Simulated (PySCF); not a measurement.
C2H12NPSi2 (charge +1 and doublet state).
Z-matrix (Å and degrees, PBE0-D3(BJ)/def2-SVP geometry), rows numbered from 1:
```
C 
N   1  1.4409
C   2  1.4434  1  116.11
Si  2  1.7808  1  122.11  3   172.91
P   4  2.2568  2  103.74  1   -91.89
Si  5  2.2836  4  107.15  2    43.27
H   1  1.1048  2  110.91  3   -56.34
H   1  1.1053  2  109.17  3    61.43
H   1  1.0974  2  111.30  3  -178.63
H   3  1.1039  2  110.80  1    56.66
H   3  1.1047  2  109.25  1   -61.37
H   3  1.0978  2  111.22  1   178.65
H   4  1.4814  2  108.12  1   152.13
H   4  1.4806  2  107.68  1    24.00
H   5  1.4247  4   99.75  2   -61.63
H   6  1.4928  5  109.27  4   -64.49
H   6  1.4882  5  105.30  4    54.92
H   6  1.4846  5  106.00  4   174.93
```

The hyperfine couplings belong to this conformer and change with its torsions.

Identity: `P([SiH2][N+](C)C)[SiH3]` [radical] (charge +1).

Computed with UKS B3LYP, IGLO-III on C N P Si, pcH-1 on H, non-relativistic, mean-field spin-orbit, GIAO (PySCF). The structure is a single PBE0-D3(BJ)/def2-SVP conformer in the gas phase; no vibrational or solvent corrections. No stability test was run, so a lower SCF solution isn't excluded.

Problem. What is the g tensor, term by term?

Solution. 
```json
{"Δg (ppm)": "relativistic mass correction", "1": "-208", "2": "-208", "3": "-208"}
{"Δg (ppm)": "gauge correction", "1": "14", "2": "62", "3": "65"}
{"Δg (ppm)": "orbital Zeeman/spin–orbit", "1": "775", "2": "3317", "3": "4906"}
{"Δg (ppm)": "total", "1": "581", "2": "3171", "3": "4763"}
```

So g = 2.00290, 2.00549, 2.00708 and g_iso = 2.00516; the tensor is rhombic: the two nearest values differ by 38 % of g3 − g1. 

Problem. What effective moment and Curie constant follow for a powder?

Solution. With the mean of g² = 4.0207 and S(S+1) = 0.75: μ_eff = √(⟨g²⟩S(S+1)) = 1.737 μB and χT = 0.12505·⟨g²⟩·S(S+1) = 0.377 cm³ K/mol (cgs; spin-Hamiltonian part alone).

Problem. Average each term over the three axes. Which is largest in size?

Solution. The orbital-Zeeman/spin–orbit term 3000, the mass correction -208 and the gauge correction 47 ppm, for a total of 2838 ppm. The orbital-Zeeman/spin–orbit term is the largest in size. The mass correction is the same along every axis, so the anisotropy comes from the other two: their spans along these axes are 50 (gauge) and 4131 ppm (orbital Zeeman/spin–orbit).

Problem. In a frozen sample, at which fields do the three g values resonate at 9.5, 34, 94 and 263 GHz (hyperfine left aside), and which band first spreads them over more than twice a line width of 0.3 mT?

Solution. 
| band | GHz | B(g3) mT | B(g2) mT | B(g1) mT | spread mT |
| --- | --- | --- | --- | --- | --- |
| X | 9.5 | 338.18 | 338.45 | 338.89 | 0.71 |
| Q | 34.0 | 1210.33 | 1211.29 | 1212.85 | 2.53 |
| W | 94.0 | 3346.19 | 3348.85 | 3353.18 | 6.99 |
| J | 263.0 | 9362.23 | 9369.66 | 9381.77 | 19.54 |

The spread grows in proportion to the frequency. X band is the first where it exceeds 0.6 mT.

The largest Mulliken spin populations are on N2 (+0.57) and P5 (+0.41). The angles at N2 add up to 359.6°, so it is planar.

The HOMO–LUMO gaps are 6.66 eV among the α and 2.44 eV among the β orbitals.

Time: 4.6 min of wall time (grids of density and orbitals included); peak memory 1.2 GiB. Hardware: an Arm Neoverse N1 with one thread, no GPU, on a shared host.
